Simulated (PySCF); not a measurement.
ammonia borane cation (BH₆N), SMILES [BH3-][NH3+] (connectivity only; charge and spin as stated), charge +1, multiplicity 2. Atoms are numbered in the order given.

```xyz
8

B      0.1381    -0.8299     0.0000
N     -0.0256     0.7163     0.0000
H      1.2189    -1.2862     0.0000
H     -0.8059    -1.4425    -0.5898
H     -0.8059    -1.4425     0.5898
H      0.4370     1.1282     0.8177
H     -0.9925     1.0498     0.0000
H      0.4370     1.1282    -0.8177
```
Charge +1, spin multiplicity 2.

Geometry optimised at B3LYP-D3(BJ)/def2-TZVP. The spin state was assumed, not searched.

All values below come from PBE/def2-TZVPD run with PySCF.

The molecule is in vacuum.

```yaml
total_energy: -82.78744 hartree
point_group: Cs
"α spin, highest occupied and lowest empty level": -12.57 and -6.29 eV
"β spin, highest occupied and lowest empty level": -14.76 and -10.65 eV
dipole_moment_about_the_centre_of_nuclear_charge: 2.01 D
mean_static_polarisability: 24.8 bohr³ (3.67 Å³)
polarisability_principal_values: 23.4, 23.6, 27.4 bohr³
"⟨S²⟩": 0.753 (pure state 0.75)
```
